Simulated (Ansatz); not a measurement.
Ideal-gas functions of CH4BrClSi (`C[SiH](Cl)Br`) at 298.15 K and 1 bar, from an Ansatz frequency run at PBE0-D4/def2-TZVP.

Molar mass 159.49 g/mol, point group C1 (symmetry number 1), electronic degeneracy 1, moments of inertia 126.027, 341.35, 438.022 u Å². Harmonic wavenumbers (cm⁻¹, unscaled): 147, 163, 176, 230, 412, 544, 672, 740, 756, 840, 891, 1278, 1439, 1441, 2264, 3055, 3144, 3152.

Use S(trans) = R[1.5 ln M + 2.5 ln T − 1.1517]; rotational temperatures θ = 24.2544 K / I; S(rot) = R[ln(√π/σ · √(T³/θAθBθC)) + 1.5]; for each mode x = 1.438777 ν̃/T, S = R[x/(eˣ − 1) − ln(1 − e⁻ˣ)] and H = RT x/(eˣ − 1); 1 cm⁻¹ = 0.0119627 kJ/mol; R = 8.31446 J/(mol·K).

Question: By hand: the entropy, in J/(mol·K).

Answer: Translation 172.1. Rotation: θ = 0.1925, 0.0711, 0.0554 K, giving 118.2. Vibration, mode by mode: 11.34, 10.52, 9.92, 7.86, 3.85, 2.33, 1.43, 1.10, 1.03, 0.74, 0.61, 0.13, 0.06, 0.06, 0.00, 0.00, 0.00, 0.00, in all 51.0. Electronic 0.0. Sum 341.3 J/(mol·K).

Question: By hand: H − E and G − E in kJ/mol, counted from the electronic energy.

Answer: Zero-point energy ½ × 21344 × 0.0119627 = 127.7; thermal vibration 8.8; translation, rotation and pV give 4 RT = 9.9. H − E = 146.4 kJ/mol, and G − E = 146.4 − 298.15 × 341.3/1000 = 44.6 kJ/mol.

Vibration gives 15 % of the entropy, 11.3 J/(mol·K) of it from the mode under 150 cm⁻¹: soft modes count most, and the harmonic formula is weakest for them. The sum counts one conformer and one mirror image; others add a mixing term.
